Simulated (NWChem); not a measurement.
System: GeH3O2F; SMILES [OH][GeH]([OH])[F]

```xyz
7

Ge     0.0149    -0.0300     0.2792
O      0.4312    -1.5979    -0.3741
O     -1.5646     0.4392    -0.3382
F      1.0932     1.1830    -0.3454
H      0.1553    -0.0826     1.7927
H      0.1821    -1.6962    -1.3006
H     -1.5867     1.3612    -0.6198
```
Atoms are numbered in this order, from 1.

Results from NWChem. The geometry was optimised at PBE0/def2-SVP.

Order these by “highest occupied level (eV)”, lowest first: B3LYP/aug-cc-pVTZ; B3LYP/cc-pVDZ; B3LYP/cc-pVTZ.

B3LYP/aug-cc-pVTZ (-9.22), B3LYP/cc-pVTZ (-9.06), B3LYP/cc-pVDZ (-8.73)
